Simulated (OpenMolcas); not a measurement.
A run on Rh2+ among 6 point charges of -1.5 e arranged as an octahedron (Oh), 1.7 Å from the ion.
```
   1.7000    0.0000    0.0000  -1.50
   0.0000    1.7000    0.0000  -1.50
  -1.7000    0.0000    0.0000  -1.50
   0.0000   -1.7000    0.0000  -1.50
   0.0000    0.0000    1.7000  -1.50
   0.0000    0.0000   -1.7000  -1.50
```

- Program: OpenMolcas
- Method: CASSCF
- Basis: ANO-RCC-VDZP [6s5p3d1f]
- Scalar Hamiltonian: DKH2, point nucleus
- Active space: 7 electrons in 5 orbitals (4d)
- State averaging: 2S+1 = 4 even, 10 roots; 2S+1 = 2 even, 40 roots
- Spin-orbit coupling: RASSI with atomic mean-field integrals over the reference wave functions

43 basis functions. Blocks (2S+1, parity, CSFs, roots kept): 4, even, 10, 10; 2, even, 40, 40.

How long do the RASSCF and RASSI steps take on 1 thread of Arm Neoverse V1, on a shared host?

About 11 s of wall time, without the integral step.
